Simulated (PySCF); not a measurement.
Ligands exchanged one at a time, Si C2H5-SH. Gas-phase values, no solvent. One relaxed conformer stands for each flexible species; it need not be the lowest. Strings in code marks are SMILES.

The T1 excitation (TDA) from two functionals at the same geometries (PBE0-D4/def2-SVP), both in PySCF: PBE-D3(BJ)/def2-TZVP and B3LYP-D3(BJ)/def2-TZVP. B3LYP has the VWN-RPA correlation part, as in Gaussian. Excitations are Tamm–Dancoff values on a coarser integration grid. The basis has no diffuse functions, so Rydberg states are missing or too high.

| species | PBE-D3(BJ)/def2-TZVP (eV) | B3LYP-D3(BJ)/def2-TZVP (eV) |
|---|---|---|
| 1 of 4 C2H5 replaced by SH (`CC[Si](S)(CC)CC`) | 5.24 | 5.39 |
| 2 of 4 C2H5 replaced by SH (`CC[Si](S)(S)CC`) | 4.86 | 5.18 |
| 3 of 4 C2H5 replaced by SH (`CC[Si](S)(S)S`) | 4.92 | 5.24 |
| 4 of 4 C2H5 replaced by SH (`S[Si](S)(S)S`) | 4.46 | 4.87 |

Over these rows, drawn at random from the members with no instability flagged (it was tested for open shells, ions and some series alone), PBE minus B3LYP-D3(BJ): mean -0.30 eV, from -0.41 eV to -0.14 eV.
